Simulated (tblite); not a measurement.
Task: What does the GFN2-xTB structure of `CC(C)CC(=O)[SiH2]CCl` look like in three dimensions?

Result: 
```
atom  x, y, z in Å
C1     1.936   -0.206    1.264
C2     1.706    0.626    0.005
C3     2.957    0.637   -0.869
C4     0.513    0.072   -0.778
C5    -0.823    0.296   -0.115
O6    -0.994    1.096    0.777
Si7   -2.292   -0.768   -0.778
C8    -3.829   -0.212    0.196
Cl9   -5.243   -1.165   -0.339
H10    2.771    0.192    1.835
H11    2.160   -1.239    1.003
H12    1.051   -0.189    1.895
H13    1.466    1.651    0.302
H14    3.803    1.029   -0.311
H15    2.811    1.258   -1.750
H16    3.200   -0.373   -1.195
H17    0.632   -0.998   -0.964
H18    0.442    0.558   -1.756
H19   -2.464   -0.525   -2.211
H20   -2.006   -2.180   -0.520
H21   -3.730   -0.375    1.267
H22   -4.078    0.835    0.034
```

Any rigid rotation of these coordinates is as good. Atoms count from 1 in this order. The C–C distances run from 1.508 Å (C4–C5, drawn single) to 1.531 Å (C2–C4, drawn single), a spread of 0.023 Å. The C–Si distances run from 1.903 Å (Si7–C8, drawn single) to 1.931 Å (C5–Si7, drawn single), a spread of 0.028 Å. Of the pairs four or more bonds apart, O6···H13 is among the closest relative to their van der Waals radii: 2.57 Å, 94 % of the sum of Bondi's values. Si7 (SiH2 silicon) is tetrahedral (angles from 106.1° to 111.0°).

Bonds between heavy atoms (Å): C1–C2 1.527, C2–C3 1.526, C2–C4 1.531, C4–C5 1.508, C5=O6 1.210, C5–Si7 1.931, Si7–C8 1.903, C8–Cl9 1.787.

The geometry is computed with GFN2-xTB (gas phase).

Point group: C1 (no symmetry element, even within 0.4 Å). Its GFN2-xTB frequencies are all real (lowest 18 cm⁻¹). The numbers are those of one conformer (C1–C2–C4–C5 70°, C2–C4–C5–O6 17°, C4–C5–Si7–C8 -178°, C5–Si7–C8–Cl9 -179°). 3 starts were optimised and ended at 0.00, 0.02 and 0.06 kcal/mol (GFN2-xTB); the lowest of these is shown.
